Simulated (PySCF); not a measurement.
HO3S, SMILES [S+](O)([O-])[O-], charge -1. The structure is a stationary point at PBE-D3(BJ)/def2-SVPD. The values are those of a single conformer.

Computed equilibrium geometry at PBE-D3(BJ)/def2-SVPD (PySCF confirms it by a frequency run) as Cartesian coordinates in Å (one conformer of several):
```xyz
5

O     -0.2865     1.4093     0.2010
S     -0.2352    -0.0176    -0.3736
O     -0.9882    -1.0181     0.4969
O      1.5285    -0.4021    -0.0193
H      1.7337     0.3690     0.5483
```
Charge -1, spin multiplicity 1.
